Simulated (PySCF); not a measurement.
**Dipole response of Te³⁺ (tellurium, charge +3)**

[Kr] 4d10 5s2 5p1, 2P determinant. Computed with PySCF 2.14 in aug-cc-pV5Z-PP with ECP28MDF, with a scalar-relativistic core potential. Coupled (time-dependent) response in atomic units; α is the mean over directions.

```
method  mean α (bohr³)         α xx, yy, zz  C₆ (like pair)  S(−4)
   UHF           11.37  11.66, 10.79, 11.66           59.29  39.31
   PBE           10.38  10.47, 10.21, 10.47           53.43  30.93
```

S(−4) is the Cauchy moment in α(ω) = α(0) + S(−4) ω² + …

Spin-orbit coupling is absent.

α(iu) at UHF:

```tsv
u (hartree)	α(iu) (bohr³)
0	11.37
0.0500	11.27
0.100	10.99
0.200	10.02
0.300	8.775
0.500	6.421
0.750	4.415
1.00	3.226
1.50	2.018
2.00	1.437
3.00	0.8731
5.00	0.4303
```

A single London oscillator, α(iu) = α/(1 + u²/ω²), gives C₆ = (3/4) ω α². Matching the computed C₆ needs ω = 4 × 59.29 / (3 × 11.37²) = 0.612 hartree.

For an ion, C₆ is the dispersion term alone; charge-induced terms of lower order in 1/R come first.

The components differ because the open shell of this determinant is not spherical; for a pure term their mean is the scalar polarisability.

Energies and moments cover only the electrons outside the core potential.
